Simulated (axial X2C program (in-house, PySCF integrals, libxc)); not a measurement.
How long does HfC⁻ take?

A bond scan computed with an in-house relativistic program for diatomic molecules. Basis: Hf dyall-acv3z [14s15p10d7f4g], C dyall-av3z [8s7p3d2f] (cores contracted in-house).

Input:
```json
{"zs": [72, 6], "q": -1, "bas": ["dyall-acv3z", "dyall-av3z"], "levels": ["PBE0", "HF", "PBE50"], "cc": true, "r0": 1.95, "thr": -1.0, "nmax": 90, "npts": 10, "nst": 2, "ntry": 6}
```
```bash
python so2c.py task.json out
```

Keys: zs atomic numbers; q charge; bas basis sets; levels methods; cc coupled cluster on or off; r0 starting distance in Å; thr threshold in hartree for freezing inner shells (an s shell follows its p shell); nmax most natural virtual spinors; npts points on the curve; nst determinants followed; ntry starts of the search. HF also brings MP2.

Hardware: 1 thread of Arm Neoverse V1, with other jobs on the host.

Wall time of one point of each curve, integrals apart:

```json
{"Hamiltonian": "spin-free", "level": "PBE0", "points": "10", "seconds a point": "1.3"}
{"Hamiltonian": "spin-free", "level": "HF", "points": "10", "seconds a point": "1.1"}
{"Hamiltonian": "spin-free", "level": "CCSD(T) (9 electrons, 90 virtuals)", "points": "7", "seconds a point": "5.3"}
{"Hamiltonian": "spin-free", "level": "PBE50", "points": "10", "seconds a point": "1.8"}
{"Hamiltonian": "2c", "level": "PBE0", "points": "10", "seconds a point": "2.2"}
{"Hamiltonian": "2c", "level": "HF", "points": "10", "seconds a point": "3.2"}
{"Hamiltonian": "2c", "level": "CCSD(T) (9 electrons, 90 virtuals)", "points": "6", "seconds a point": "9.2"}
{"Hamiltonian": "2c", "level": "PBE50", "points": "10", "seconds a point": "3.1"}
```

The rest:

Search with its distance optimisation 94 s, atoms 61 s, whole task 370 s. Coupled cluster runs on the points near the minimum only. The program drops outer points, and coupled cluster, when its time limit (not in the input) nears; MP2, further determinants and curves that did not converge are not in the table.
